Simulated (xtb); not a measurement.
C6H13Te, doublet, from a rough starting geometry; GFN2-xTB (xtb).

The xtb input:
```
$ xtb mol.xyz --gfn 2 --uhf 1 --opt vtight --json

# file mol.xyz
20

C      1.98067275     1.00944675     0.19222142
C      1.55636997    -0.40093128    -0.24747230
C      2.66489058    -1.27198124    -0.88019388
Te    -0.03907569    -1.41754121     0.79689740
C     -1.43566976     0.25217511     0.55482038
C     -1.79421204     0.38858112    -0.91596900
C     -2.70324450    -0.02029056     1.34131125
H      2.30019725     1.48611695    -0.70182262
H      1.13529222     1.51643702     0.65420564
H      2.79668771     0.98630003     0.85309814
H      2.30813239    -2.22404334    -1.13236687
H      3.43551065    -1.41523722    -0.13411573
H      3.03597306    -0.75313783    -1.74478357
H     -0.96734770     1.17000613     0.87370948
H     -0.86235052     0.58827598    -1.53160935
H     -2.31437655    -0.50258218    -1.35983863
H     -2.46756076     1.28068054    -1.08423775
H     -3.42093277     0.72666351     1.25880255
H     -3.15204892    -0.94109609     0.99929456
H     -2.46099666    -0.19583383     2.37051856
```

What the program printed (banner, timings and long lists left out):

```
   ID    Z sym.   atoms
    1    6 C      1-3, 5-7
    2   52 Te     4
    3    1 H      8-20

           -------------------------------------------------
          |                Calculation Setup                |
           -------------------------------------------------

           -------------------------------------------------
          |                 G F N 2 - x T B                 |
           -------------------------------------------------

          ...................................................
          :                      SETUP                      :
          :.................................................:
          :  # basis functions                  47          :
          :  # atomic orbitals                  46          :
          :  # shells                           28          :
          :  # electrons                        43          :
          :  max. iterations                   250          :
          :  Hamiltonian                  GFN2-xTB          :
          :  restarted?                      false          :
          :  GBSA solvation                  false          :
          :  PC potential                    false          :
          :  electronic temp.          300.0000000     K    :
          :  accuracy                    1.0000000          :
          :  -> integral cutoff          0.2500000E+02      :
          :  -> integral neglect         0.1000000E-07      :
          :  -> SCF convergence          0.1000000E-05 Eh   :
          :  -> wf. convergence          0.1000000E-03 e    :
          :  Broyden damping             0.4000000          :
          :  net charge                          0          :
          :  unpaired electrons                  1          :
          ...................................................

 iter      E             dE          RMSdq      gap      omega  full diag
   1    -22.6844764 -0.226845E+02  0.488E+00    2.55       0.0  T
   2    -22.3233702  0.361106E+00  0.506E+00    3.14       1.0  T
   3    -22.5463630 -0.222993E+00  0.358E+00    1.74       1.0  T
   4    -22.7658198 -0.219457E+00  0.196E+00    2.74       1.0  T
   5    -22.7634027  0.241710E-02  0.104E+00    2.85       1.0  T
   6    -22.7677329 -0.433012E-02  0.499E-01    2.74       1.0  T
   7    -22.7679383 -0.205410E-03  0.221E-01    2.73       1.0  T
   8    -22.7680212 -0.828761E-04  0.152E-01    2.77       1.0  T
   9    -22.7680536 -0.324134E-04  0.103E-01    2.75       1.0  T
  10    -22.7680596 -0.603545E-05  0.275E-02    2.75       1.0  T
  11    -22.7680613 -0.170846E-05  0.112E-02    2.75       2.0  T
  12    -22.7680614 -0.655351E-07  0.370E-03    2.75       6.0  T
  13    -22.7680614 -0.148424E-07  0.199E-03    2.75      11.2  T
  14    -22.7680614 -0.187723E-08  0.114E-03    2.75      19.6  T
  15    -22.7680614 -0.262819E-09  0.988E-04    2.75      22.6  T
  16    -22.7680614 -0.153156E-08  0.287E-04    2.75      78.0  T

   *** convergence criteria satisfied after 16 iterations ***

         :::::::::::::::::::::::::::::::::::::::::::::::::::::
         ::                     SUMMARY                     ::
         :::::::::::::::::::::::::::::::::::::::::::::::::::::
         :: total energy             -22.465257564846 Eh    ::
         :: gradient norm              0.113603023371 Eh/a0 ::
         :: HOMO-LUMO gap              2.753159517800 eV    ::
         ::.................................................::
         :: SCC energy               -22.767999440029 Eh    ::
         :: -> isotropic ES            0.005584236091 Eh    ::
         :: -> anisotropic ES          0.005658799602 Eh    ::
         :: -> anisotropic XC          0.008658340964 Eh    ::
         :: -> dispersion             -0.014891589361 Eh    ::
         :: repulsion energy           0.302741875183 Eh    ::
         :: add. restraining           0.000000000000 Eh    ::
         :: total charge               0.000000000000 e     ::
         :::::::::::::::::::::::::::::::::::::::::::::::::::::

      -----------------------------------------------------------
     |                   =====================                   |
     |                        A N C O P T                        |
     |                   =====================                   |
     |               Approximate Normal Coordinate               |
     |                Rational Function Optimizer                |
      -----------------------------------------------------------
      -----------------------------------------------------------
     |                   =====================                   |
     |                        A N C O P T                        |
     |                   =====================                   |
     |               Approximate Normal Coordinate               |
     |                Rational Function Optimizer                |
      -----------------------------------------------------------

          ...................................................
          :                      SETUP                      :
          :.................................................:
          :   optimization level         verytight          :
          :   max. optcycles                   400          :
          :   ANC micro-cycles                  20          :
          :   degrees of freedom                54          :
          :.................................................:
          :   RF solver                   davidson          :
          :   write xtbopt.log                true          :
          :   linear?                        false          :
          :   energy convergence         0.1000000E-06 Eh   :
          :   grad. convergence          0.2000000E-03 Eh/α :
          :   maxmium RF displ.          1.0000000          :
          :   Hlow (freq-cutoff)         0.1000000E-01      :
          :   Hmax (freq-cutoff)         5.0000000          :
[...]
 * total energy  :   -22.4798630 Eh     change       -0.7701505E-06 Eh
 * total energy  :   -22.4798636 Eh     change       -0.6677143E-06 Eh
 * total energy  :   -22.4798640 Eh     change       -0.3640520E-06 Eh
 * total energy  :   -22.4798642 Eh     change       -0.2291312E-06 Eh
 * total energy  :   -22.4798644 Eh     change       -0.2286635E-06 Eh
 * total energy  :   -22.4798647 Eh     change       -0.2767211E-06 Eh
 * total energy  :   -22.4798650 Eh     change       -0.2258961E-06 Eh
 * total energy  :   -22.4798651 Eh     change       -0.1481743E-06 Eh
 * total energy  :   -22.4798652 Eh     change       -0.1124260E-06 Eh
 * total energy  :   -22.4798653 Eh     change       -0.1027084E-06 Eh
 * total energy  :   -22.4798654 Eh     change       -0.1021450E-06 Eh
 * total energy  :   -22.4798655 Eh     change       -0.7903077E-07 Eh
   *** GEOMETRY OPTIMIZATION CONVERGED AFTER 38 ITERATIONS ***
         :: total energy             -22.479865494718 Eh    ::
[...]
        10        2.0000           -0.4906669             -13.3517
        11        2.0000           -0.4887748             -13.3002
        12        2.0000           -0.4801193             -13.0647
        13        2.0000           -0.4757220             -12.9451
        14        2.0000           -0.4647792             -12.6473
        15        2.0000           -0.4610549             -12.5459
        16        2.0000           -0.4425815             -12.0433
        17        2.0000           -0.4412454             -12.0069
        18        2.0000           -0.4366841             -11.8828
        19        2.0000           -0.4079007             -11.0995
        20        2.0000           -0.3983824             -10.8405
        21        2.0000           -0.3584223              -9.7532
        22        1.0000           -0.2886206              -7.8538 (HOMO)
        23                         -0.1879891              -5.1154 (LUMO)
        24                         -0.1439010              -3.9157
        25                          0.0211366               0.5752
        26                          0.0442425               1.2039
        27                          0.0820888               2.2337
        28                          0.1169639               3.1827
        29                          0.1261606               3.4330
        30                          0.1390609               3.7840
        31                          0.1496023               4.0709
        32                          0.1684725               4.5844
        33                          0.1743777               4.7451
       ...                                ...                  ...
        46                          0.6478425              17.6287
      -------------------------------------------------------------
                  HL-Gap            0.1006315 Eh            2.7383 eV
             Fermi-level           -0.2809131 Eh           -7.6440 eV

     #   Z          covCN         q      C6AA      α(0)
     1   6 C        3.774    -0.097    22.373     6.740
     2   6 C        2.858    -0.065    29.608     8.919
     3   6 C        3.787    -0.100    22.423     6.744
     4  52 Te       1.924     0.057   416.932    37.739
     5   6 C        3.757    -0.031    21.179     6.562
     6   6 C        3.791    -0.102    22.462     6.750
     7   6 C        3.801    -0.097    22.350     6.731
     8   1 H        0.924     0.038     2.472     2.459
     9   1 H        0.925     0.036     2.503     2.474
    10   1 H        0.924     0.039     2.458     2.452
    11   1 H        0.925     0.035     2.522     2.483
    12   1 H        0.924     0.036     2.499     2.472
    13   1 H        0.924     0.043     2.404     2.425
    14   1 H        0.925     0.015     2.804     2.618
    15   1 H        0.925     0.040     2.445     2.445
    16   1 H        0.925     0.035     2.520     2.483
    17   1 H        0.924     0.030     2.590     2.517
    18   1 H        0.925     0.031     2.568     2.506
    19   1 H        0.925     0.029     2.604     2.523
    20   1 H        0.925     0.027     2.634     2.538

 Mol. C6AA /au·bohr⁶  :       4871.813081
 Mol. C8AA /au·bohr⁸  :     186045.766514
 Mol. α(0) /au        :        112.579579

Wiberg/Mayer (AO) data.
largest (>0.10) Wiberg bond orders for each atom

 ---------------------------------------------------------------------------
     #   Z sym  total        # sym  WBO       # sym  WBO       # sym  WBO
 ---------------------------------------------------------------------------
     1   6 C    3.997 --     2 C    1.061     9 H    0.980     8 H    0.968
                            10 H    0.954
     2   6 C    3.522 --     4 Te   1.292     1 C    1.061     3 C    1.061
     3   6 C    3.996 --     2 C    1.061    11 H    0.984    13 H    0.966
                            12 H    0.958
     4  52 Te   2.295 --     2 C    1.292     5 C    0.902
     5   6 C    3.987 --     7 C    1.033     6 C    1.032    14 H    0.978
                             4 Te   0.902
     6   6 C    3.996 --     5 C    1.032    16 H    0.987    15 H    0.984
                            17 H    0.977
     7   6 C    3.997 --     5 C    1.033    19 H    0.990    20 H    0.989
                            18 H    0.979
     8   1 H    0.998 --     1 C    0.968
     9   1 H    0.999 --     1 C    0.980
    10   1 H    0.997 --     1 C    0.954
    11   1 H    0.999 --     3 C    0.984
    12   1 H    0.997 --     3 C    0.958
    13   1 H    0.998 --     3 C    0.966
    14   1 H    1.000 --     5 C    0.978
    15   1 H    0.998 --     6 C    0.984
    16   1 H    0.999 --     6 C    0.987
    17   1 H    0.999 --     6 C    0.977
    18   1 H    0.997 --     7 C    0.979
    19   1 H    0.999 --     7 C    0.990
    20   1 H    0.999 --     7 C    0.989
 ---------------------------------------------------------------------------

Topologies differ in total number of bonds
Writing topology from bond orders to xtbtopo.mol

molecular dipole:
                 x           y           z       tot (Debye)
 q only:        0.088      -0.034      -0.011
   full:       -0.040       0.351       0.031       0.903
molecular quadrupole (traceless):
                xx          xy          yy          xz          yz          zz
 q only:        0.251       0.175       0.161      -0.091      -0.165      -0.413
  q+dip:        2.194       1.074      -1.611      -0.250       1.073      -0.583
   full:        3.656      -0.298      -1.538      -0.816       0.225      -2.118

optimized geometry written to: xtbopt.xyz

           -------------------------------------------------
          | TOTAL ENERGY              -22.479865494718 Eh   |
          | GRADIENT NORM               0.000021645073 Eh/α |
          | HOMO-LUMO GAP               2.738323049366 eV   |
           -------------------------------------------------

normal termination of xtb
```
